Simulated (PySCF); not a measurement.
C2H7FSi2, SMILES F[SiH2]/C=C\[SiH3].

The structure is a stationary point at PBE0-D3(BJ)/def2-SVP. The structure was generated by enumeration; whether it is a known compound was not checked. The values are those of a single conformer.

Two levels are set side by side: PBE/def2-TZVP (PySCF) and PBE0/def2-TZVP (PySCF). Same geometry, gas phase. Differences are taken from unrounded values.

| quantity | PBE |
|---|---|
| orbital gap (eV) | 4.76 |
| highest occupied level (eV) | -7.00 |
| lowest empty level (eV) | -2.24 |
| dipole moment (D) | 1.89 |
| mean polarisability (bohr³) | 78.7 |

Task: These are the PBE values. What does PBE0 give? (The exact figures need the calculation; the answer reports its results.)

Result: 
```json
[
 {"quantity": "orbital gap (eV)", "PBE0": "6.81", "PBE minus PBE0": "-2.06"},
 {"quantity": "highest occupied level (eV)", "PBE0": "-8.12", "PBE minus PBE0": "1.11"},
 {"quantity": "lowest empty level (eV)", "PBE0": "-1.30", "PBE minus PBE0": "-0.94"},
 {"quantity": "dipole moment (D)", "PBE0": "1.97", "PBE minus PBE0": "-0.08"},
 {"quantity": "mean polarisability (bohr³)", "PBE0": "76.0", "PBE minus PBE0": "2.7"}
]
```

Without exact exchange PBE keeps part of each electron's self-repulsion, which lifts occupied levels and narrows the gap. Loosely held outer electrons make PBE densities more polarisable. Differences between two approximate levels are no errors against the true value.

Rough cost on one machine, each run with all the roots and properties that it gave: PBE0 against PBE within a factor of 2.
